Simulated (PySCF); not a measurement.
# r2SCAN on Ni⁺ (nickel, charge +1)

Configuration: [Ar] 3d9, 2D determinant. All numbers are calculated (PySCF 2.14, no relativity, point nucleus, in aug-cc-pwCVTZ).

```json
{
  "Total energy": "-1507.999 hartree",
  "One-electron energy": "-2089.320 hartree",
  "Hartree (Coulomb) energy": "644.379 hartree",
  "Exchange-correlation energy": "-63.058 hartree",
  "Kinetic energy": "1506.60820 hartree",
  "⟨S²⟩": "0.7744",
  "⟨L²⟩": "6.088",
  "Sum of ⟨r⟩": "17.69 bohr",
  "Sum of ⟨r²⟩": "20.11 bohr²",
  "Traceless quadrupole moment −½Σ⟨3z² − r²⟩ along its main axis": "-0.586 e·bohr²",
  "Density at the nucleus (Gaussians lack the cusp)": "14800 bohr⁻³",
  "Spin density at the nucleus": "0.0531 bohr⁻³",
  "Langevin diamagnetic susceptibility": "-15.9 ×10⁻⁶ cm³/mol",
  "Time after the integrals": "of the order of 22 core-seconds"
}
```

```tsv
shell	electrons	mean orbital energy (hartree)	spread (hartree)	rms radius, mean of both spins (bohr)
1s β	1	-299.54866	0	0.0635
1s α	1	-299.54853	0	0.0635
2s α	1	-35.83153	0	0.269
2s β	1	-35.80513	0	0.269
2p α	3	-31.22752	0.03485	0.240
2p β	3	-31.20783	0.01432	0.240
3s α	1	-4.23810	0	0.810
3s β	1	-4.17494	0	0.810
3p α	3	-2.81675	0.06989	0.859
3p β	3	-2.75665	0.00787	0.859
3d α	5	-0.50023	0.08171	1.24
3d β	4	-0.46333	0.06620	1.24
```
